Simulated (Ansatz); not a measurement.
Sr₃Te₃⁺. The state is a doublet with charge 1. Geometry PBE-D4/def2-SVP, that of the neutral singlet; atoms count from 1.

Cartesian coordinates in Å:
```
Sr -0.266 1.143 -2.439
Sr 0.705 1.512 2.137
Sr -0.436 -2.653 0.304
Te 0.516 3.225 -0.367
Te -0.854 -1.836 -2.595
Te 0.334 -1.391 2.960
```

In the def2 sets Sr, Te take a core potential; there is no spin–orbit coupling. The structure comes from a short search, and lower isomers may exist.

(1) Estimate the Mulliken populations from the PBE0/def2-TZVP orbitals of Ansatz.

(2) Where does the spin sit?

(3) And the Mayer bond orders between heavy atoms (over 0.3)?

## Answers

(1) 
```csv
atom,charge (e),spin (α − β)
Sr1,1.06,-0.02
Sr2,1.06,-0.02
Sr3,1.06,-0.02
Te4,-0.73,0.35
Te5,-0.73,0.35
Te6,-0.73,0.35
```
Mulliken values depend strongly on the basis.

(2) Summed by element: Sr -0.06, Te 1.06, of 1 unpaired in all. Largest on single atoms: Te5 0.35, Te6 0.35, Te4 0.35.

(3) Sr1–Te4 0.75 (3.04 Å); Sr1–Te5 0.75 (3.04 Å); Sr2–Te4 0.75 (3.04 Å); Sr2–Te6 0.75 (3.04 Å); Sr3–Te5 0.75 (3.04 Å); Sr3–Te6 0.75 (3.04 Å).
